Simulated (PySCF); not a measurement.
PySCF input (BP86/6-31G* with LANL2DZ past Ar (5d)):

```python
from pyscf import gto, dft

mol = gto.M(
    atom='''
    Si   -0.37602100    0.42388200    1.20625300
    Br    0.94016300   -0.93238400   -0.36411300
    Cl   -1.62596500    1.57053500   -0.24374000
    ''',
    basis={'default': '6-31g*', 'Br': 'lanl2dz'},
    ecp={'Br': 'lanl2dz'},
    charge=-1,
    spin=1,
    verbose=4,
)

mf = dft.UKS(mol, xc='bp86')
mf.grids.level = 3
mf.conv_tol = 1e-9
mf.max_cycle = 100
mf.max_memory = 1500
mf.kernel()
if not mf.converged:
    mf = mf.newton()
    mf.kernel(mf.make_rdm1())
mo, _, stable, _ = mf.stability(return_status=True)
if not stable:
    mf.kernel(mf.make_rdm1(mo, mf.mo_occ))
    stable = mf.stability(return_status=True)[2]
mf.dip_moment()
```

Output:

```
PySCF version 2.14.0

[INPUT] verbose = 4
[INPUT] num. atoms = 3
[INPUT] num. electrons = 39
[INPUT] charge = -1
[INPUT] spin (= nelec alpha-beta = 2S) = 1
[INPUT] symmetry False subgroup None
[INPUT] Mole.unit = angstrom
[INPUT] Symbol           X                Y                Z      unit          X                Y                Z       unit  Magmom
[INPUT]  1 Si    -0.376021000000   0.423882000000   1.206253000000 AA   -0.710576707085   0.801020889133   2.279487806935 Bohr   0.0
[INPUT]  2 Br     0.940163000000  -0.932384000000  -0.364113000000 AA    1.776650582449  -1.761950402926  -0.688073848394 Bohr   0.0
[INPUT]  3 Cl    -1.625965000000   1.570535000000  -0.243740000000 AA   -3.072628538128   2.967881019044  -0.460601845601 Bohr   0.0

nuclear repulsion = 95.1012634387109
number of shells = 20
number of NR pGTOs = 114
number of NR cGTOs = 44
basis = {'default': '6-31g*', 'Br': 'lanl2dz'}
ecp = {'Br': 'lanl2dz'}

******** <class 'pyscf.dft.uks.UKS'> ********
method = UKS
initial guess = minao
damping factor = 0
level_shift factor = 0
DIIS = <class 'pyscf.scf.diis.CDIIS'>
diis_start_cycle = 1
diis_space = 8
diis_damp = 0
SCF conv_tol = 1e-09
SCF conv_tol_grad = None
SCF max_cycles = 100
direct_scf = True
direct_scf_tol = 1e-13
number electrons alpha = 20  beta = 19
XC library pyscf.dft.libxc version 7.1.2
    S. Lehtola, C. Steigemann, M. J. T. Oliveira, and M. A. L. Marques,  SoftwareX 7, 1–5 (2018)
XC functionals = bp86
    A. D. Becke,  Phys. Rev. A 38, 3098 (1988)
    J. P. Perdew,  Phys. Rev. B 33, 8822 (1986)
    J. P. Perdew,  Phys. Rev. B 34, 7406–7406 (1986)
radial grids:
    Treutler-Ahlrichs [JCP 102, 346 (1995); DOI:10.1063/1.469408] (M4) radial grids

becke partition: Becke, JCP 88, 2547 (1988); DOI:10.1063/1.454033
pruning grids: <function nwchem_prune>
grids dens level: 3
symmetrized grids: False
atomic radii adjust function: <function treutler_atomic_radii_adjust>
small_rho_cutoff = 0
Set gradient conv threshold to 3.16228e-05
tot grids = 58488
init E= -752.189596303406
  alpha nocc = 20  HOMO = 0.00806183419133593  LUMO = 0.0180659603973632
  beta  nocc = 19  HOMO = -0.0668515045629654  LUMO = 0.00806183419133868

WARN: HOMO 0.00806183419133593 >= LUMO 0.00806183419133868

cycle= 1 E= -760.425712680833  delta_E= -8.24  |g|= 1.45  |ddm|= 3.51
  alpha nocc = 20  HOMO = 0.262133614181437  LUMO = 0.265924333340829
  beta  nocc = 19  HOMO = 0.123627336400891  LUMO = 0.262895387857845

WARN: HOMO 0.262133614181437 >= LUMO 0.262895387857845

cycle= 2 E= -749.903712331824  delta_E= 10.5  |g|= 2.13  |ddm|= 12.3
  alpha nocc = 20  HOMO = 0.0974518770260424  LUMO = 0.134111618539855
  beta  nocc = 19  HOMO = -0.0490670007309078  LUMO = 0.101880916642749
  HOMO = 0.097451877026  LUMO = 0.101880916643  gap/eV = 0.12052
cycle= 3 E= -762.48039646201  delta_E= -12.6  |g|= 0.776  |ddm|=   12
  alpha nocc = 20  HOMO = 0.0269658602673921  LUMO = 0.112622517108612
  beta  nocc = 19  HOMO = -0.0131335143150647  LUMO = 0.051302489625332
  HOMO = 0.0269658602674  LUMO = 0.0513024896253  gap/eV = 0.66223
cycle= 4 E= -762.753455139856  delta_E= -0.273  |g|= 0.579  |ddm|= 2.15
  alpha nocc = 20  HOMO = 0.0633941480866511  LUMO = 0.154218092174961
  beta  nocc = 19  HOMO = -0.0266061945486988  LUMO = 0.100231137226864
  HOMO = 0.0633941480867  LUMO = 0.100231137227  gap/eV = 1.00239
cycle= 5 E= -763.023298647849  delta_E= -0.27  |g|= 0.088  |ddm|= 0.879
  alpha nocc = 20  HOMO = 0.0397514046493939  LUMO = 0.130045808937974
  beta  nocc = 19  HOMO = -0.0480887653149615  LUMO = 0.083500831520972
  HOMO = 0.0397514046494  LUMO = 0.083500831521  gap/eV = 1.19048
cycle= 6 E= -763.028037614488  delta_E= -0.00474  |g|= 0.0537  |ddm|= 0.232
  alpha nocc = 20  HOMO = 0.0480560200889393  LUMO = 0.139200324882192
  beta  nocc = 19  HOMO = -0.0414667517389056  LUMO = 0.0935274430856232
  HOMO = 0.0480560200889  LUMO = 0.0935274430856  gap/eV = 1.23734
cycle= 7 E= -763.030146339005  delta_E= -0.00211  |g|= 0.00666  |ddm|= 0.0822
  alpha nocc = 20  HOMO = 0.0487830041122557  LUMO = 0.140102216703497
  beta  nocc = 19  HOMO = -0.0406048804738894  LUMO = 0.0947546560672734
  HOMO = 0.0487830041123  LUMO = 0.0947546560673  gap/eV = 1.25095
cycle= 8 E= -763.030179621221  delta_E= -3.33e-05  |g|= 0.00155  |ddm|= 0.0116
  alpha nocc = 20  HOMO = 0.0486760381630411  LUMO = 0.139993554282055
  beta  nocc = 19  HOMO = -0.0407728954164455  LUMO = 0.0948565364962661
  HOMO = 0.048676038163  LUMO = 0.0948565364963  gap/eV = 1.25664
cycle= 9 E= -763.03018164662  delta_E= -2.03e-06  |g|= 0.00037  |ddm|= 0.00279
  alpha nocc = 20  HOMO = 0.0486018046150178  LUMO = 0.139921368606304
  beta  nocc = 19  HOMO = -0.0408536546291067  LUMO = 0.0948104517062234
  HOMO = 0.048601804615  LUMO = 0.0948104517062  gap/eV = 1.25740
cycle= 10 E= -763.030181789944  delta_E= -1.43e-07  |g|= 7.86e-05  |ddm|= 0.000802
  alpha nocc = 20  HOMO = 0.0486034185146913  LUMO = 0.139924051827811
  beta  nocc = 19  HOMO = -0.0408546671805503  LUMO = 0.0948138198679409
  HOMO = 0.0486034185147  LUMO = 0.0948138198679  gap/eV = 1.25745
cycle= 11 E= -763.030181795837  delta_E= -5.89e-09  |g|= 3.18e-05  |ddm|= 0.000243
  alpha nocc = 20  HOMO = 0.0486049970729532  LUMO = 0.139926648229966
  beta  nocc = 19  HOMO = -0.0408536752031878  LUMO = 0.0948197584307024
  HOMO = 0.048604997073  LUMO = 0.0948197584307  gap/eV = 1.25757
cycle= 12 E= -763.030181797129  delta_E= -1.29e-09  |g|= 4.99e-06  |ddm|= 8.89e-05
  alpha nocc = 20  HOMO = 0.0486055416790414  LUMO = 0.139927033064102
  beta  nocc = 19  HOMO = -0.0408537781384091  LUMO = 0.0948205967032791
  HOMO = 0.048605541679  LUMO = 0.0948205967033  gap/eV = 1.25758
cycle= 13 E= -763.030181797156  delta_E= -2.75e-11  |g|= 1.53e-06  |ddm|= 1.35e-05
  alpha nocc = 20  HOMO = 0.0486051482399823  LUMO = 0.139926651083955
  beta  nocc = 19  HOMO = -0.0408541564984652  LUMO = 0.0948200870206612
  HOMO = 0.04860514824  LUMO = 0.0948200870207  gap/eV = 1.25757
Extra cycle  E= -763.030181797156  delta_E= 4.55e-13  |g|= 1.77e-06  |ddm|= 5.62e-06
converged SCF energy = -763.030181797156  <S^2> = 0.75302576  2S+1 = 2.0030235
uhf_internal: lowest eigs of H = [0.27322508 0.27696366 0.31501416]
<class 'pyscf.dft.uks.UKS'> wavefunction is stable in the internal stability analysis

WARN: System has nonzero charge -1; the dipole moment is origin-dependent.
Location of origin: [0. 0. 0.]

Dipole moment(X, Y, Z, Debye):  1.26613, -1.27660, -0.92616
```

The dipole moment of an ion depends on the origin.

The geometry given is a B3LYP-D3(BJ)/def2-TZVP minimum.
